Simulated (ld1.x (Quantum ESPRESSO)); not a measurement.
## I, TM: configuration errors across variants

iodine (I), norm-conserving Troullier–Martins (Kleinman–Bylander form), made with ld1.x (Quantum ESPRESSO) 7.5 (PBE, fully relativistic). Core [Kr] 4d10, reference 5s2 5p5. Waves: 5p (bound): rc 2.10 bohr; 5d channel at 0.25 Ry: rc 2.10 bohr; 5s (bound): rc 1.75 bohr. Local part: the s channel. Core correction: Bessel-smoothed model core inside 0.85 bohr.

Open shells are filled in proportion to 2j + 1 (rel_dist='average').

All-electron excitation energies from the reference (eV): (1) 5s2 5p4 11.157; (2) 5s2 5p3 31.032; (3) 5s2 5p2 60.394; (4) 5s2 5p1 99.860; (5) 5s2 5p5.3 -1.791; (6) 5s1 5p6 10.369; (7) 5s2 5p4.5 4.545.

A true bound ghost makes a file unfit for plane-wave use even where its test errors are small: the radial tests pick states by their node count and pass the ghost by.

Errors AE − PS in meV (a dash: test not solved or not reliable):

| change | (1) | (2) | (3) | (4) | (5) | (6) | (7) | bound ghosts |
| --- | --- | --- | --- | --- | --- | --- | --- | --- |
| base | -0.3 | -6.3 | -33 | -108 | -0.1 | -9.0 | 0.0 | none |
| all radii but the core radius scaled by about 0.78 (s 1.36, p 1.64, d 1.64 bohr) | -0.8 | -7.9 | -31 | -88 | -0.1 | -14 | -0.1 | p1/2, d3/2, d5/2 |
| all radii but the core radius scaled by about 0.83 (s 1.44, p 1.74, d 1.74 bohr) | -0.5 | -6.7 | -31 | -97 | -0.1 | -11 | -0.1 | d3/2, d5/2 |
| all radii but the core radius scaled by about 0.93 (s 1.62, p 1.96, d 1.96 bohr) | -0.3 | -5.9 | -31 | -104 | -0.1 | -9.8 | 0.0 | d3/2, d5/2 |
| all radii but the core radius scaled by about 1.12 (s 1.96, p 2.36, d 2.36 bohr) | -0.2 | -6.4 | -36 | -122 | 0.0 | -7.7 | 0.0 | none |
| all radii but the core radius scaled by about 1.29 (s 2.26, p 2.72, d 2.72 bohr) | +0.1 | -8.2 | -52 | -182 | 0.0 | -7.3 | +0.2 | none |
| all radii but the core radius scaled by about 1.38 (s 2.42, p 2.90, d 2.90 bohr) | +0.6 | -7.1 | -52 | -188 | +0.1 | -13 | +0.3 | none |

Q: Give the same row for: all radii but the core radius scaled by about 1.21 (s 2.12, p 2.54, d 2.54 bohr).

A: +0.1, -6.3, -40, -141, 0.0, -7.9, +0.1; bound ghosts: none.
